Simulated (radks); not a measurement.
The numbers below are computed, except where a source is named.
Problem. Neutral phosphorus, [Ne] 3s2 3p3. Level of theory: non-relativistic Kohn-Sham, exchange-only LDA, spin-polarised, spherical densities, point nucleus (a radial shooting solver on a logarithmic mesh with Libxc functionals). Every spin shell is full or empty, so the densities are truly spherical. Functionals are evaluated on that one density, not self-consistently. Rank these orbital-free kinetic functionals by their error against the exact value of the orbitals, and give that value: Thomas-Fermi, von Weizsacker, TF + vW/9, APBEK, revAPBEK, Perdew 92, Thakkar, LKT, PG1, DePristo-Kress, Ernzerhof.

Solution. Exact: 338.889 hartree. From best to worst, with 100 (|E| - |E exact|)/|E exact| (equal figures are ties): Thakkar -0.03, DePristo-Kress +0.05, Ernzerhof +0.12, APBEK +0.29, Perdew 92 -0.51, TF + vW/9 -0.52, revAPBEK +0.66, Thomas-Fermi -7.39, PG1 +25.36, LKT +31.27, von Weizsacker -38.19.
